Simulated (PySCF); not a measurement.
UHF on Sc⁻ (scandium, charge -1)

Configuration: [Ar] 3d2 4s2, high-spin 3F determinant. Calculation: PySCF 2.14, in x2c-TZVPPall with one added diffuse shell each of s, p, d, f type (7s6p5d3f1g, 80 functions); scalar relativity by spin-free X2C-1e.

```json
{
  "Total energy": "-763.228165 hartree",
  "One-electron energy": "-1050.5408 hartree",
  "Hartree (Coulomb) energy": "325.8415 hartree",
  "Exchange energy": "-38.5289 hartree",
  "⟨S²⟩": "2.2479",
  "⟨L²⟩": "12.030",
  "Sum of ⟨r⟩": "28.14 bohr",
  "Sum of ⟨r²⟩": "114.7 bohr²",
  "Langevin diamagnetic susceptibility": "-90.8 ×10⁻⁶ cm³/mol"
}
```

```
shell  electrons  mean orbital energy (eV)  rms radius, mean of both spins (bohr)
 1s β          1                   -4532.0                                 0.0844
 1s α          1                   -4532.0                                 0.0844
 2s α          1                   -516.23                                  0.370
 2s β          1                   -515.75                                  0.370
 2p α          3                   -418.99                                  0.340
 2p β          3                   -418.53                                  0.340
 3s α          1                   -63.717                                   1.16
 3s β          1                   -61.387                                   1.16
 3p α          3                   -36.764                                   1.29
 3p β          3                   -33.833                                   1.29
 3d α          2                    -1.787                                   2.53
 4s α          1                    -1.358                                   6.64
 4s β          1                     0.122                                   6.64
```

⟨S²⟩ = 2.25 against 2.00 shows spin contamination. The configuration of this anion was assumed by filling the next shell in order. It is not the known or likely ground configuration (Ca⁻, Sr⁻ and Ba⁻, for instance, bind a p electron), so these values are not the electron affinity of the element. At UHF the highest occupied level has a positive energy, so only the finite basis holds that electron.

Densities and radii are taken from the X2C orbitals without a picture-change correction, which distorts them close to the nucleus.

Spin-orbit constants ζ (cm⁻¹) from the X2C one-electron operator on these orbitals: bare nucleus, nucleus screened by l(l+1)(2l+1)/3 electrons, and screened by the Breit-Pauli mean field of the electrons.

```json
{"shell": "2p", "bare": "26790", "screened nucleus": "24240", "mean field": "23060"}
{"shell": "3p", "bare": "2692", "screened nucleus": "2435", "mean field": "2298"}
{"shell": "3d", "bare": "124.9", "screened nucleus": "65.45", "mean field": "52.64"}
```

To first order the Landé constant is A = 26.32 cm⁻¹, so the lowest level has J = 2 and lies 0.0131 eV below the centre of the term. This holds in LS coupling only.
